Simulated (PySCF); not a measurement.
## Excitation energy of Dy²⁺ by level of theory

Dy²⁺ [Xe] 4f10 (high-spin determinant) → Dy²⁺ [Xe] 4f9 6p1 (high-spin determinant), as a difference of total energies. Calculation: PySCF 2.14, in x2c-TZVPPall; scalar relativity by spin-free X2C-1e. Correlated levels: valence: [Kr] 4d10 frozen; valence and next inner shell: [Ar] 3d10 frozen. The calculations carry no spin-orbit coupling.

| method | excitation energy (cm⁻¹) |
| --- | --- |
| UHF | 31720 |
| LDA | 70092 |
| PBE | 67893 |
| PBE0 | 60928 |
| r2SCAN | 65010 |
| MP2 (valence) | 61664 |
| SCS-MP2 (valence) | 60001 |
| MP2 (valence and next inner shell) | 64688 |
| SCS-MP2 (valence and next inner shell) | 61770 |

A first-order spin-orbit estimate (lowest level to lowest level, LS coupling) adds 0.235 eV.

The basis was made for the ground configuration and has no added diffuse functions, so the excitation energy can come out too high.

The determinant of the upper state and of the lower state mixes LS terms, which raises its energy above the lowest term, most at the Hartree-Fock and MP2 levels.
